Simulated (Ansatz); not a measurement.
Calculated with Ansatz (gas phase, PBE0-D4/def2-TZVP geometries, no zero-point term in ΔE). CCSD(T)/CBS is the MP2 limit (def2-TZVPP, def2-QZVPP) plus CCSD(T) − MP2 in def2-TZVPP, frozen cores. This one scheme is used for every species. DFT in def2-TZVPP. B3LYP here is the variant with VWN-RPA as its local correlation; programs differ in this. Each species was taken in one conformer, which may not be the lowest.

`C#CS[SiH3]` + `COBCl` → `COB([SiH3])Cl` + `C#CS`  (formal exchange of groups at the Si–S bond)

`C#CS[SiH3]`:

```xyz
8

C     1.586   -0.449    1.655
C     1.331    0.000    0.567
S     1.018    0.638   -0.957
Si   -1.097    0.223   -0.953
H     1.813   -0.846    2.616
H    -1.322   -1.236   -0.833
H    -1.748    0.940    0.167
H    -1.581    0.729   -2.261
```

`COBCl`:

Z-matrix (Å, degrees):
```
C
O 1 1.416
H 1 1.091 2 108.7
H 1 1.093 2 111.5 3 120.8
H 1 1.091 2 108.6 3 -118.4
B 2 1.334 1 121.8 3 -120.7
Cl 6 1.755 2 118.3 1 -180.0
H 6 1.195 2 122.7 1 0.0
```

`COB([SiH3])Cl`:

```xyz
11

C    -0.067   -1.248   -1.750
O    -0.434   -0.374   -0.694
B     0.361    0.091    0.273
Si   -0.367    1.335    1.692
Cl    2.083   -0.359    0.357
H    -0.652   -2.164   -1.653
H     0.997   -1.486   -1.726
H    -0.318   -0.763   -2.693
H    -0.167    0.729    3.037
H     0.380    2.622    1.656
H    -1.816    1.616    1.502
```

`C#CS`:

```xyz
5

C    -0.922   -0.597   -0.598
C     0.058   -0.203   -0.021
S     1.475    0.215    0.778
H    -1.793   -0.933   -1.108
H     1.182    1.517    0.949
```

```csv
level,ΔE (kJ/mol),difference from CCSD(T)/CBS
r2SCAN-D4,73.5,-1.4
PBE0-D4,71.1,-3.8
B3LYP-D4,72.9,-2.0
ωB97X-V,73.0,-1.9
ωB97M-V,76.5,1.6
B2PLYP,77.3,2.4
PBE0,71.7,-3.2
B3LYP,73.8,-1.1
HF/def2-TZVPP,85.8,10.9
CCSD/def2-TZVPP,74.4,-0.5
CCSD(T)/def2-TZVPP,73.4,-1.5
MP2/def2-QZVPP,84.6,9.7
SCS-MP2/def2-QZVPP,83.2,8.3
HF/CBS(def2),86.5,11.6
MP2/CBS(def2),85.0,10.1
CCSD/CBS(def2),75.8,0.9
CCSD(T)/CBS,74.9,0
```

Largest T1 diagnostic among the species: 0.013.

From PBE to PBE0 (25 % exact exchange), in def2-TZVPP and without D4, ΔE moves by +4.9 kJ/mol.
